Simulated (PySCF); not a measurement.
Gas-phase reaction: As₂ + 4 H → 2 AsH₂

Computed with PySCF and rigid-rotor harmonic-oscillator thermochemistry at 1 bar. † marks an energy on the PBE0/def2-TZVP geometry and frequencies; other levels use their own. CCSD(T) freezes the core. 6-31G* has spherical d functions here. Open shells (unrestricted): H (multiplicity 2), AsH₂ (multiplicity 2); the rest are closed-shell singlets. B3LYP is the form with VWN-RPA correlation. As: all electrons, no relativistic terms. AsH₂: computed as isolated molecules; such fragments, hydroxides, amides, oligomers or adducts are transient or little studied in the gas. CCSD(T) isn't extrapolated to the basis-set limit; its ΔH°(298 K) is -720.3 kJ in def2-SVP and -747.1 kJ in def2-TZVPP. The harmonic model lacks anharmonicity and excited electronic states, which grow with temperature; levels with a mode under 35 cm⁻¹ are left out.

```tsv
level	ΔE electronic, kJ	ΔH°(298 K), kJ	ΔS°(298 K), J/K	ΔG°(600 K), kJ
B3LYP/6-31G*	-816	-769	-249	-615
CCSD(T)/def2-SVP†	-768	-720	-249	-566
CCSD(T)/def2-TZVPP†	-795	-747	-249	-593
HF/def2-TZVP†	-727	-680	-249	-525
M06-2X/def2-TZVP†	-822	-774	-249	-619
PBE/def2-TZVP†	-766	-718	-249	-563
PBE0/def2-QZVP†	-797	-749	-249	-595
ωB97M-V/def2-TZVP†	-825	-777	-249	-623
ωB97X-V/def2-TZVP†	-829	-781	-249	-627
```
ΔH° is lowest at ωB97X-V/def2-TZVP† and highest at HF/def2-TZVP†. No reference value is set beside these.
